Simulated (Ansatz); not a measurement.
Reaction (formal hydrolysis of a B–Ga bond): `[F][GaH][B](S)Cl` + H₂O → `OB(S)Cl` + `[F][GaH2]`

Isolated molecules relaxed with PBE0-D4/def2-TZVP in Ansatz; ΔE leaves out vibrations. CBS: MP2 limit from def2 TZ/QZ plus the TZ coupled-cluster correction, frozen cores. This one scheme is used for every species. Functionals use def2-TZVPP. B3LYP here is the variant with VWN-RPA as its local correlation; programs differ in this. HSE06 is defined as in plane-wave codes. For Ga outer-core shells are correlated without core-valence functions, which leaves a few kJ/mol of doubt a bond. Scalar relativity is left out up to krypton. One conformer a species, not always the lowest.

```json
{"level": "LDA (SPW92)", "ΔE (kcal/mol)": "-28.5", "difference from CCSD(T)/CBS": "-1.6"}
{"level": "PBE-D4", "ΔE (kcal/mol)": "-26.0", "difference from CCSD(T)/CBS": "0.9"}
{"level": "revPBE-D4", "ΔE (kcal/mol)": "-26.0", "difference from CCSD(T)/CBS": "0.9"}
{"level": "BLYP-D4", "ΔE (kcal/mol)": "-27.6", "difference from CCSD(T)/CBS": "-0.7"}
{"level": "r2SCAN-D4", "ΔE (kcal/mol)": "-29.6", "difference from CCSD(T)/CBS": "-2.7"}
{"level": "B97M-V", "ΔE (kcal/mol)": "-32.4", "difference from CCSD(T)/CBS": "-5.5"}
{"level": "B3LYP-D4", "ΔE (kcal/mol)": "-29.0", "difference from CCSD(T)/CBS": "-2.1"}
{"level": "r2SCAN0-D4", "ΔE (kcal/mol)": "-30.2", "difference from CCSD(T)/CBS": "-3.3"}
{"level": "HSE06-D4", "ΔE (kcal/mol)": "-27.7", "difference from CCSD(T)/CBS": "-0.8"}
{"level": "BHLYP-D4", "ΔE (kcal/mol)": "-30.7", "difference from CCSD(T)/CBS": "-3.8"}
{"level": "CAM-B3LYP-D4", "ΔE (kcal/mol)": "-31.4", "difference from CCSD(T)/CBS": "-4.5"}
{"level": "ωB97X-V", "ΔE (kcal/mol)": "-30.4", "difference from CCSD(T)/CBS": "-3.5"}
{"level": "ωB97M-V", "ΔE (kcal/mol)": "-30.3", "difference from CCSD(T)/CBS": "-3.4"}
{"level": "B2PLYP", "ΔE (kcal/mol)": "-30.3", "difference from CCSD(T)/CBS": "-3.4"}
{"level": "PBE-QIDH", "ΔE (kcal/mol)": "-29.5", "difference from CCSD(T)/CBS": "-2.6"}
{"level": "PBE", "ΔE (kcal/mol)": "-27.1", "difference from CCSD(T)/CBS": "-0.2"}
{"level": "revPBE", "ΔE (kcal/mol)": "-27.0", "difference from CCSD(T)/CBS": "-0.1"}
{"level": "BLYP", "ΔE (kcal/mol)": "-29.5", "difference from CCSD(T)/CBS": "-2.6"}
{"level": "r2SCAN", "ΔE (kcal/mol)": "-29.8", "difference from CCSD(T)/CBS": "-2.9"}
{"level": "PBE0", "ΔE (kcal/mol)": "-28.7", "difference from CCSD(T)/CBS": "-1.8"}
{"level": "B3LYP", "ΔE (kcal/mol)": "-30.7", "difference from CCSD(T)/CBS": "-3.8"}
{"level": "r2SCANh", "ΔE (kcal/mol)": "-30.1", "difference from CCSD(T)/CBS": "-3.2"}
{"level": "r2SCAN0", "ΔE (kcal/mol)": "-30.5", "difference from CCSD(T)/CBS": "-3.6"}
{"level": "HSE06", "ΔE (kcal/mol)": "-28.7", "difference from CCSD(T)/CBS": "-1.8"}
{"level": "BHLYP", "ΔE (kcal/mol)": "-32.9", "difference from CCSD(T)/CBS": "-6.0"}
{"level": "CAM-B3LYP", "ΔE (kcal/mol)": "-32.4", "difference from CCSD(T)/CBS": "-5.5"}
{"level": "LC-ωPBE", "ΔE (kcal/mol)": "-30.7", "difference from CCSD(T)/CBS": "-3.8"}
{"level": "RPA@PBE/def2-TZVPP", "ΔE (kcal/mol)": "-27.7", "difference from CCSD(T)/CBS": "-0.8"}
{"level": "HF/def2-SVP", "ΔE (kcal/mol)": "-40.3", "difference from CCSD(T)/CBS": "-13.4"}
{"level": "MP2/def2-SVP", "ΔE (kcal/mol)": "-36.1", "difference from CCSD(T)/CBS": "-9.2"}
{"level": "CCSD/def2-SVP", "ΔE (kcal/mol)": "-35.8", "difference from CCSD(T)/CBS": "-8.9"}
{"level": "CCSD(T)/def2-SVP", "ΔE (kcal/mol)": "-35.0", "difference from CCSD(T)/CBS": "-8.1"}
{"level": "MP2/def2-TZVPP", "ΔE (kcal/mol)": "-28.9", "difference from CCSD(T)/CBS": "-2.0"}
{"level": "SCS-MP2/def2-TZVPP", "ΔE (kcal/mol)": "-30.1", "difference from CCSD(T)/CBS": "-3.2"}
{"level": "CCSD/def2-TZVPP", "ΔE (kcal/mol)": "-29.8", "difference from CCSD(T)/CBS": "-2.9"}
{"level": "HF/def2-QZVPP", "ΔE (kcal/mol)": "-37.0", "difference from CCSD(T)/CBS": "-10.1"}
{"level": "MP2/def2-QZVPP", "ΔE (kcal/mol)": "-28.0", "difference from CCSD(T)/CBS": "-1.1"}
{"level": "HF/CBS(def2)", "ΔE (kcal/mol)": "-37.0", "difference from CCSD(T)/CBS": "-10.1"}
{"level": "MP2/CBS(def2)", "ΔE (kcal/mol)": "-27.1", "difference from CCSD(T)/CBS": "-0.2"}
{"level": "CCSD/CBS(def2)", "ΔE (kcal/mol)": "-28.0", "difference from CCSD(T)/CBS": "-1.1"}
{"level": "CCSD(T)/CBS", "ΔE (kcal/mol)": "-26.9", "difference from CCSD(T)/CBS": "0"}
```

Largest T1 diagnostic among the species: 0.015.

Leaving LDA and LC-ωPBE aside and taking each functional with its dispersion term where it has one, the values spread over 6.4 kcal/mol, from B97M-V to revPBE-D4. LDA lies −1.4 kcal/mol from PBE without D4. The D4 term adds +1.7 kcal/mol with B3LYP and +1.0 kcal/mol with PBE0; it sums over pairs of atoms, weighted by their polarisabilities, and B3LYP, whose exchange is more repulsive, gets the larger term. From BLYP to BHLYP (50 % exact exchange), in def2-TZVPP and without D4, ΔE moves by −3.4 kcal/mol.

CCSD(T)/CBS has its own doubt, a few kJ/mol and more with outer-core shells, so smaller differences from it don't rank the levels.
